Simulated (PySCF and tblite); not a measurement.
Computed ¹H and ¹³C shifts (ppm) of 4 molecules with 4 carbons each, averaged over conformers at 298.15 K: GIAO PBE0/pcSseg-1 on GFN2-xTB geometries, unscaled, against TMS (¹H), TMS (¹³C) at the same level; H on other atoms than carbon is left out (PySCF, tblite).

P. ¹H: 3.15 (1H), 2.89 (1H), 2.79 (1H), 2.61 (1H), 2.29 (1H), 1.94 (1H), 1.86 (1H) ¹³C: 61.7 (1C), 58.2 (1C), 33.4 (1C), 27.8 (1C)
Q. ¹H: 6.26 (1H), 3.21 (1H), 2.89 (1H), 2.10 (1H), 1.97 (1H), 1.10 (1H) ¹³C: 111.5 (1C), 40.5 (1C), 38.4 (1C), 35.1 (1C)
R. ¹H: 5.91 (1H), 1.83 (1H), 1.07 (6H) ¹³C: 125.8 (1C), 37.6 (1C), 16.9 (2C)
S. ¹H: 0.36 (9H) ¹³C: 155.7 (1C), -3.5 (3C)

The molecules:
1. (CH3)2CHCHF2, C4H8F2, SMILES CC(C)C(F)F
2. TMS-CBrF2, C₄H₉BrF₂Si, SMILES C[Si](C)(C)C(F)(F)Br
3. C₄H₉FSSi, SMILES F[C@@H]1SCC[C@@H]1[SiH3]
4. C4H10GeOS, SMILES O=[S@@]1CC[C@H]([GeH3])C1

Q: Which spectrum belongs to which molecule?

A: P is 4; Q is 3; R is 1; S is 2.

Assigned:
1. [CH3:1][CH:2]([CH3:3])[CH:4]([F:5])[F:6]: ¹³C: 125.8 (C4), 37.6 (C2), 16.9 (C1/C3) ppm.
2. [CH3:1][Si:2]([CH3:3])([CH3:4])[C:5]([F:6])([F:7])[Br:8]: ¹³C: 155.7 (C5), -3.5 (C1/C3/C4) ppm.
3. [F:1][C@@H:2]1[S:3][CH2:4][CH2:5][C@@H:6]1[SiH3:7]: ¹³C: 111.5 (C2), 40.5 (C4), 38.4 (C6), 35.1 (C5) ppm.
4. [O:1]=[S@@:2]1[CH2:3][CH2:4][C@H:5]([GeH3:6])[CH2:7]1: ¹³C: 61.7 (C7), 58.2 (C3), 33.4 (C4), 27.8 (C5) ppm.

Unscaled shifts at such levels can be off by 15 ppm or more for ¹³C and 0.8 ppm for ¹H.

For scale, the study of CC(C)C(F)F took 58 s on 1 thread of AMD EPYC 7B13, on a host shared with other jobs (rough), launched as `OMP_NUM_THREADS=1 python ens_run.py task.json out`.
